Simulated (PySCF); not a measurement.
CH9FOSi3, SMILES C[SiH2][SiH2]O[SiH2]F.

Geometry optimised at r2SCAN-D4/def2-SVP. This is a generated structure with no PubChem entry under its InChIKey; it may be hypothetical. The values are those of a single conformer.

The numbers are results of TDA-M06-2X/def2-SVPD (PySCF), not measurements.

Vertical excitations. The molecule is in vacuum.

```csv
state,energy (eV),λ (nm),f,main pairs
S1,6.23,199,0.030,HOMO→LUMO 92 %
S2,7.15,173,0.001,HOMO→LUMO+1 88 %
S3,7.30,170,0.001,HOMO−1→LUMO 80 %
S4,7.36,169,0.048,HOMO→LUMO+4 86 %
S5,7.72,161,0.272,"HOMO→LUMO+3 41 %, HOMO→LUMO+2 35 %, HOMO→LUMO+5 10 %"
S6,7.96,156,0.140,"HOMO→LUMO+3 45 %, HOMO→LUMO+2 41 %"
T1,5.67,219,0,HOMO→LUMO 89 %
T2,6.48,191,0,HOMO→LUMO+4 93 %
```
Triplets are in the Tamm–Dancoff approximation.
